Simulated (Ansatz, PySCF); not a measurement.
The pair A = BF3 (SMILES FB(F)F) (first 4 atoms), B = NH3 (SMILES N); geometry from B3LYP-D3(BJ)/def2-TZVP.
(charge 0, multiplicity 1):
```xyz
8

F     -1.1275    -0.8354     0.6930
B     -0.0073    -0.0896     0.9619
F      0.0032     1.1489     0.3709
F      1.1730    -0.7806     0.8486
N     -0.1272     0.2471     2.6155
H     -0.9832     0.7607     2.8069
H     -0.1381    -0.6181     3.1489
H      0.6654     0.8076     2.9168
```

Cores are frozen in the correlated methods. CBS(a, b) extrapolates the correlation energy as X⁻³ and adds the Hartree–Fock energy of set b. MP2 and its Hartree–Fock in aug-cc-pVTZ are density fitted.

The values were computed with Ansatz (Gaussian basis) for Hartree–Fock, density functionals and correlated methods; PySCF for the dispersion terms. Values without a source in brackets are computed.

The monomers are drawn apart, rigid, along the line of their centres of mass. Counterpoise-corrected interaction energies (kcal/mol):

```
level                                                     R = 2.710 Å  R = 3.386 Å
--------------------------------------------------------  -----------  -----------
PBE/def2-TZVPPD                                              -23.9739     -10.3699
PBE-D3(BJ)/def2-TZVPPD                                       -24.9771     -10.9664
wB97M-V/def2-TZVPPD                                          -25.3227     -10.8458
MP2/CBS(aug-cc-pVDZ, aug-cc-pVTZ) + ΔCCSD(T)/aug-cc-pVDZ     -24.5717     -10.3975
```

### Question
R is the distance of the centres of mass. Find the local exponent m of E ∝ R⁻ᵐ between the two points.

### Answer

m = ln(E₁/E₂)/ln(R₂/R₁): PBE/def2-TZVPPD 3.8; PBE-D3(BJ)/def2-TZVPPD 3.7; wB97M-V/def2-TZVPPD 3.8; MP2/CBS(aug-cc-pVDZ, aug-cc-pVTZ) + ΔCCSD(T)/aug-cc-pVDZ 3.9. For scale, two fixed dipoles give m = 3, dipole and quadrupole 4, quadrupoles 5, and dispersion or dipole-induced dipole 6 at long range; at these distances several terms mix, and what is left of overlap and damping shifts m, so it need not match one of them.

Ansatz is a program for electronic structure.
